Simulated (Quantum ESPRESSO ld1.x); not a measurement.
The numbers below are computed, except where a source is named.
Is Tl- bound? Neutral atom [Hg] 6p1, anion [Hg] 6p2. Scalar-relativistic spherical Kohn-Sham, ld1.x of Quantum ESPRESSO 7.5; with spin, open shells are filled with parallel spins first. "No" means that the self-consistent cycle ended without a solution in which all occupied levels of the anion are bound.

LDA (Slater exchange, Perdew-Zunger correlation), spin-polarised: e(HOMO) neutral (eV) 6p up -2.764; anion bound no
LDA (Slater exchange, Perdew-Zunger correlation) + SIC, spin-polarised: e(HOMO) neutral (eV) 6p up -5.055; anion bound yes; e(HOMO) anion (eV) 6p up -0.469; EA, Delta-SCF (eV) 0.558; <r> HOMO anion (bohr) 5.15
LDA (Slater exchange, Perdew-Wang correlation) + SIC, spin-polarised: e(HOMO) neutral (eV) 6p up -5.066; anion bound yes; e(HOMO) anion (eV) 6p up -0.472; EA, Delta-SCF (eV) 0.549; <r> HOMO anion (bohr) 5.13
LDA (Slater exchange, Perdew-Zunger correlation) + Latter tail, spin-polarised: e(HOMO) neutral (eV) 6p up -4.036; anion bound no
PBE, spin-unpolarised: e(HOMO) neutral (eV) 6p -2.370; anion bound no
Slater X-alpha with alpha = 1, spin-unpolarised: e(HOMO) neutral (eV) 6p -3.463; anion bound no

With the Latter tail the total energy is not variational, so no affinity is given for it.
